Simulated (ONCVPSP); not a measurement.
**Cutoff test, Fe, ONCV**

```
Element                 : Fe (Z = 26)
Generator               : ONCVPSP 4.0.1
Type                    : optimised norm-conserving Vanderbilt (ONCV)
Functional              : LDA (Perdew-Wang 92)
Relativity              : fully relativistic
Frozen core             : [Ne] 3s2
Valence charge          : 14
Reference configuration : 3p6 3d6 4s2
Partial waves           : 4s: rc 2.15 bohr, ncon 4, nbas 8, qcut 2.5 1/bohr, 2 projectors, debl 1.2 Ha; 3p: rc 1.30 bohr, ncon 4, nbas 9, qcut 9.1 1/bohr, 2 projectors, debl 1 Ha; 3d: rc 1.70 bohr, ncon 3, nbas 8, qcut 10.1 1/bohr, 2 projectors, debl 2.9 Ha
Local potential         : polynomial inside 1.15 bohr (lpopt 1, dvloc0 -1 Ha)
Core correction         : polynomial model core, fcfact 0.3
```

Open shells are filled in proportion to 2j + 1.

In the p channel the program set the typed energies aside and used -2.183, 0.250 Ha (j = l + 1/2; the other j can differ).

**Question.** For each optimised wave give the share of its norm inside rc, the residual kinetic energy above qcut (Ha) and the cutoffs (Ha) for errors of 10, 1, 0.1 and 0.01 mHa per electron.

**Answer.**

```tsv
wave	norm inside rc	residual KE	10 mHa	1 mHa	0.1 mHa	0.01 mHa
4s	0.257	4.1e-03	2.4	7.7	31.4	37.9
s projector 2	0.251	5.6e-02	4.4	17.3	46.9	54.9
3p j=3/2	0.891	1.0e-05	25.1	31.5	36.8	42.5
p projector 2 j=3/2	0.058	2.6e-06	19.9	27.5	33.6	38.7
3p j=1/2	0.896	1.2e-05	25.5	31.9	37.1	43.8
p projector 2 j=1/2	0.058	3.3e-06	20.3	27.9	34.0	39.1
3d j=5/2	0.834	2.6e-07	30.8	36.7	41.6	45.4
d projector 2 j=5/2	0.194	2.3e-06	33.0	39.6	44.5	48.3
3d j=3/2	0.837	2.5e-07	30.8	36.7	41.6	45.4
d projector 2 j=3/2	0.194	2.4e-06	33.1	39.6	44.6	48.4
```

The occupied waves need 37 Ha and 42 Ha for 1 and 0.1 mHa. Note: no bound ghost flagged; GHOST(+) flagged for s at 6.3 eV.
